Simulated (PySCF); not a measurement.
A structure optimised at B3LYP-D3(BJ)/def2-SVP, used in a PySCF frequency run:

```xyz
3

Bi     0.0000     0.0000     1.0048
I      0.0000     2.1986    -0.7868
I      0.0000    -2.1986    -0.7868
```
Charge 0, spin multiplicity 2.

Write its SMILES, formula and point group.

[I][Bi][I], BiI2, C2v

What are its rotational constants (standard atomic weights)?

1.3737, 0.41194, 0.31690 GHz
